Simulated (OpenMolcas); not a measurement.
A run on V3+ among 6 point charges of -2.2 e arranged as a trigonal antiprism (D3d), 2.1 Å from the ion, with a polar angle of 55.8° against the regular 54.74°.

```
Program             : OpenMolcas 26.06
Method              : CASSCF
Basis               : ANO-RCC-VDZP [5s4p2d1f]
Scalar Hamiltonian  : DKH2, point nucleus
Active space        : 2 electrons in 5 orbitals (3d)
Spin-orbit coupling : RASSI with atomic mean-field integrals over the reference wave functions
```

Last input step and the end of the output:

```
&RASSCF
FileOrb=start.orb
Symmetry=1
Spin=3
nActEl=2 0 0
Inactive=3 6
Ras2=5 0
CIRoot=10 10 1
SDav=10
CIMx=300
Iter=120 100
PrWF=0.3
OrbListing=Nothing
MaxOrb=0
LevShft=4.0
>>> COPY $Project.JobIph JOB001
```

```
...
      118   1    5    0  -956.36042012   -1.56E-02* -1.98E-01*   6  12 2 -9.40E-02*  4.20   2.50    LS   YES
      119   1    5    0  -956.37599637   -1.56E-02* -4.16E-01*   6  12 2 -9.74E-02*  4.05   2.50    QN   YES
      120   1    6    0  -956.34483323    3.12E-02* -2.29E-01*   6  12 2 -9.20E-02*  4.36  -0.50    LS   YES
      No convergence after120 iterations
      121   1    6    0  -956.36042007   -1.56E-02* -2.29E-01*   6  12 2 -9.40E-02*  4.36  -0.50    LS   YES
      Natural orbitals and occupation numbers for root  1
      sym 1:   0.996645  -0.000000   0.996645   0.003355   0.003355
      Natural orbitals and occupation numbers for root  2
      sym 1:   0.003355   0.000000   0.996645   0.003355   0.996645
      Natural orbitals and occupation numbers for root  3
      sym 1:   0.049300   0.950700   0.950700   0.049300  -0.000000
::    RASSCF root number  1 Total energy:   -956.42466797
::    RASSCF root number  2 Total energy:   -956.42466796
::    RASSCF root number  3 Total energy:   -956.40165917
::    RASSCF root number  4 Total energy:   -956.40165916
::    RASSCF root number  5 Total energy:   -956.36938087
::    RASSCF root number  6 Total energy:   -956.35065543
::    RASSCF root number  7 Total energy:   -956.33032011
::    RASSCF root number  8 Total energy:   -956.31152582
::    RASSCF root number  9 Total energy:   -956.31152580
::    RASSCF root number 10 Total energy:   -956.27813841
                  YZ= -1.4608E-06              ZZ=  9.4506E-01
--
  Molden files will not be produced
      Average orbitals are written to the RASORB file
--- Stop Module: rasscf at  /rc=_RC_NOT_CONVERGED_ ---
.#######################.
.# Convergence problem #.
.#######################.
```

Q: Did the run give usable levels, and if not, why?

A: No. The orbital optimisation did not converge within its iterations.
